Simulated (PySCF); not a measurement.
Relaxation of singlet [InO2]-

These are results of PBE0 in PySCF with In def2-TZVPD with ECP28, O def2-TZVPD; scalar-relativistic core potentials, no spin–orbit coupling; density-fitted integrals, not measurements. A (50,194) grid was used.

A hand-made bent start, of C2v symmetry, held to at least that symmetry:

Coordinates in bohr (charge -1 multiplicity 1):
```
In    0.0000    0.0000   -0.4556
O     2.9877    0.0000    1.6364
O    -2.9877    0.0000    1.6364
```

**Question.** What forces act on the atoms at the start (eV/Å)?

**Answer.** 
```tsv
atom	Fx	Fy	Fz
In1	0.00	0.00	2.49
O2	0.62	0.00	-1.24
O3	-0.62	0.00	-1.24
```

**Question.** What does it relax to?

**Answer.** It ends at D∞h with In–O 1.869 Å (×2); O–In–O 180.0°. A frequency run shows a minimum. Other isomers or separated fragments may lie lower.

**Question.** How much energy is released, and in how many steps?

**Answer.** 162.1 kJ/mol in 7 steps.

The relaxation took of the order of 40 core-seconds on a shared host.
